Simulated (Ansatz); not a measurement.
An input meant for AsH2(NMe2) (C2H8AsN) (charge 0, singlet).

```yaml
crystal:
  periodic: [true, true, true]
  atoms:
    - {symbol: As, position_ang: [0.809488, 1.379190, 1.101990]}
    - {symbol: H, position_ang: [2.134741, 1.066041, 0.354461]}
    - {symbol: H, position_ang: [0.524819, 2.549840, 0.155528]}
    - {symbol: N, position_ang: [-0.337856, 0.190297, 0.234324]}
    - {symbol: C, position_ang: [-0.238587, 0.076980, -1.205938]}
    - {symbol: C, position_ang: [-0.508379, -1.085802, 0.905082]}
    - {symbol: H, position_ang: [0.686349, -0.440746, -1.548411]}
    - {symbol: H, position_ang: [-0.254978, 1.073342, -1.673517]}
    - {symbol: H, position_ang: [-1.101012, -0.492531, -1.598241]}
    - {symbol: H, position_ang: [-0.612888, -0.938910, 1.991508]}
    - {symbol: H, position_ang: [-1.430682, -1.577343, 0.545549]}
    - {symbol: H, position_ang: [0.328973, -1.800358, 0.737675]}
basis:
  gaussian: {orbitals: "6-31G*", fitting: {mean_field: def2-universal-jkfit}}
hamiltonian: {xc: {name: wB97X}}
scf: {lower_state_search: light}
output: {forces: true}
```

```sh
$ ansatz run in.yaml --threads 4 --pin off --events-out ev --progress --plain --max-ram 3916MiB
```

Shortened log:

```
Error: YAML parse error: error: line 2 column 3: crystal: missing field `lattice` (a structure is typed as `lattice` and `atoms`, a molecule's as `atoms` in Å alone, or read from a run's directory, `checkpoint`)
 --> <input>:2:3
1 | crystal:
2 |   periodic: [true, true, true]
3 |   atoms:
4 |     - {symbol: As, position_ang: [0.809488, 1.379190, 1.101990]}
```

Question: What is wrong with this run?

Answer: The species is marked periodic without a cell. The input was rejected before any iteration.
